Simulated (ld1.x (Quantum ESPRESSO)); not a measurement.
Configuration tests for B (Z = 5) (TM)

| Item | Value |
| --- | --- |
| Element | B (Z = 5) |
| Generator | ld1.x (Quantum ESPRESSO) 7.5 |
| Type | norm-conserving Troullier–Martins (Kleinman–Bylander form) |
| Functional | PBE |
| Relativity | scalar-relativistic |
| Frozen core | [He] |
| Valence charge | 3 |
| Reference configuration | 2s2 2p1 |
| Partial waves | 2s (bound): rc 1.35 bohr; 2p (bound): rc 3.10 bohr |
| Local potential | all-electron potential smoothed inside 1.40 bohr (lloc = -1) |
| Core correction | a·sin(br)/r model core inside 1.00 bohr |

Energies are relative to the spin-unpolarised reference configuration 2s2 2p1; without spin polarisation the order of configurations can differ from experiment. The frozen-core shift is the all-electron ΔE with the core orbitals held at their reference shape minus the fully relaxed ΔE.

```csv
valence configuration,charge,ΔE all-electron (eV),error AE − PS (meV),frozen-core shift (meV)
2s2 2p0,+1,8.220,+95,+0.3
2s1 2p0,+2,33.642,+298,+5.5
2s2 2p0.5,+0.5,2.887,+13,0.0
2s0 2p3,0,11.721,-81,+1.8
2s1 2p1,+1,14.361,-54,+1.0
```

(1) What are ΔE and the potential's error for 2s2 2p1.3?

(2) What are ΔE and the potential's error for 2s1 2p2?

Levels in the configuration 2s1 2p0:

| level | all-electron (eV) | pseudo (eV) |
| --- | --- | --- |
| 2s | -31.475 | -31.210 |

Answers

(1) ΔE = -0.738 eV all-electron; the error (AE − PS) is +1.1 meV.

(2) ΔE = 5.851 eV all-electron; the error (AE − PS) is -20 meV.
